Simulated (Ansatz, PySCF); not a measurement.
TaF₄, SMILES [Ta+]([F])([F])([F])[F], charge +1, multiplicity 1. Atoms are numbered in the order given.

```xyz
5

Ta     0.0000     0.0000     0.0000
F     -1.0505     1.0505    -1.0505
F      1.0505     1.0505     1.0505
F      1.0505    -1.0505    -1.0505
F     -1.0505    -1.0505     1.0505
```
Charge +1, spin multiplicity 1.

Coordinates come from a B3LYP-D3(BJ)/def2-SVP optimisation. The multiplicity is an assumed one; other spin states were not compared. The isomer is the one that the SMILES or the coordinates give; other isomers of the formula were not compared. The def2 effective core potentials stand for the cores of Ta; spin–orbit coupling is left out.

Two levels are set side by side: PBE-D3(BJ)/def2-SVP (Ansatz, an electronic-structure program) and B3LYP-D3(BJ)/def2-SVP (Ansatz). Each level has its own optimised geometry; the coordinates shown are those of the second. Frequencies come from the Hessian of PySCF at each geometry. Differences are taken from unrounded values.

```tsv
quantity	B3LYP-D3(BJ)	PBE-D3(BJ)	PBE-D3(BJ) minus B3LYP-D3(BJ)
mean bond length (Å)	1.820	1.827	0.007
bond Ta1–F2 (Å)	1.820	1.827	0.007
bond Ta1–F3 (Å)	1.820	1.827	0.007
bond Ta1–F4 (Å)	1.820	1.827	0.007
bond Ta1–F5 (Å)	1.820	1.827	0.007
highest harmonic wavenumber (cm⁻¹)	792	771	-20
mean harmonic wavenumber (cm⁻¹)	452	439	-12
zero-point energy (kcal/mol)	5.81	5.65	-0.16
```

GGA bonds tend to be longer and softer than those of functionals with exact exchange. Differences between two approximate levels are no errors against the true value.
